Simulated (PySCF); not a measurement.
Sb⁺: excitation energy

Sb⁺ [Kr] 4d10 5s2 5p2 (3P) → Sb⁺ [Kr] 4d10 5s1 5p3 (5S), as a difference of total energies. Computed with PySCF 2.14 in aug-cc-pVTZ-PP with ECP28MDF (6s5p4d2f, 55 functions), with scalar relativity through the core potential. Correlated levels: valence: 4s2 4p6 4d10 frozen. The calculations carry no spin-orbit coupling.

```
           method  excitation energy (eV)  error (eV)
              UHF                   4.120      -1.777
              LDA                   6.845      +0.948
              PBE                   6.556      +0.659
             PBE0                   6.093      +0.196
           r2SCAN                   5.788      -0.109
          wB97M-V                   6.144      +0.247
            M06-L                   6.743      +0.846
            HSE06                   6.186      +0.289
           PBEsol                   6.463      +0.566
    MP2 (valence)                   4.933      -0.964
SCS-MP2 (valence)                   5.292      -0.605
```

Reference: 5.897 eV (measured; NIST levels, between the centres of gravity of the two terms).

Errors of the correlated levels include the incompleteness of this basis and the frozen core.
